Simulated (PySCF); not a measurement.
F₂H₄O₃Si₂, SMILES O[Si]([SiH](F)F)(O)O. Geometry optimised at PBE-D3(BJ)/def2-SVP. This is a generated structure with no PubChem entry under its InChIKey; it may be hypothetical. Other conformers were not sampled.

Computed equilibrium geometry at PBE-D3(BJ)/def2-SVP (PySCF confirms it by a frequency run) as bond lengths and angles (one conformer of several):
Atoms: Si1 F2 F3 Si4 O5 O6 O7 H8 H9 H10 H11. Bond lengths (Å): Si1–F2 1.647, Si1–F3 1.638, Si1–Si4 2.340, Si1–H8 1.498, Si4–O5 1.678, Si4–O6 1.668, Si4–O7 1.666, O5–H9 0.975, O6–H10 0.974, O7–H11 0.975. Bond angles (°): F2–Si1–F3 106.2, F2–Si1–Si4 103.4, F2–Si1–H8 107.9, F3–Si1–Si4 109.3, F3–Si1–H8 107.3, Si4–Si1–H8 121.8, Si1–Si4–O5 105.2, Si1–Si4–O6 118.1, Si1–Si4–O7 104.2, O5–Si4–O6 106.0, O5–Si4–O7 116.0, O6–Si4–O7 107.9, Si4–O5–H9 113.4, Si4–O6–H10 114.1, Si4–O7–H11 115.6.
Charge 0, spin multiplicity 1.
